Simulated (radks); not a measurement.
Spherical quantum dot in the effective-mass picture: electrons in a hard-walled sphere of radius 5.3, with a point charge +2 (a donor) at the centre, all in effective atomic units (hartree* = m*/eps^2 hartree, bohr* = eps/m* bohr), one dielectric constant everywhere. Method: non-relativistic Kohn-Sham, r2SCAN, spin-polarised, spherical densities, generalised Kohn-Sham scheme; computed with a radial shooting solver with Libxc functionals. Levels are named by radial order and angular momentum (1s, 1p, 1d, 2s, ...), and open shells are averaged over m.

N = 11, configuration 1s2 1p6 1d(up 1, down 0) 2s2. This is the lowest configuration that the search found. Occupied and some empty levels:

| level | occupation | eigenvalue (hartree*) | <r> (bohr*) |
|---|---|---|---|
| 1s down | 1 | 2.0508 | 1.276 |
| 1s up | 1 | 2.0511 | 1.305 |
| 2s up | 1 | 2.3419 | 3.190 |
| 2s down | 1 | 2.3608 | 3.201 |
| 1p up | 3 | 2.3726 | 3.543 |
| 1p down | 3 | 2.3916 | 3.522 |
| 1d up | 1 | 2.5619 | 3.707 |
| 1d down | 0 | 2.5842 | 3.699 |
| 1f up | 0 | 2.8130 | 3.829 |
| 1f down | 0 | 2.8371 | 3.827 |
| 1g up | 0 | 3.1219 | 3.928 |
| 1g down | 0 | 3.1466 | 3.929 |
| 2p up | 0 | 3.1818 | 2.644 |
| 2p down | 0 | 3.1857 | 2.660 |

Energy (hartree*): total 8.96053, kinetic 6.7656, external -12.255, Hartree 17.825, exchange-correlation -3.3758.
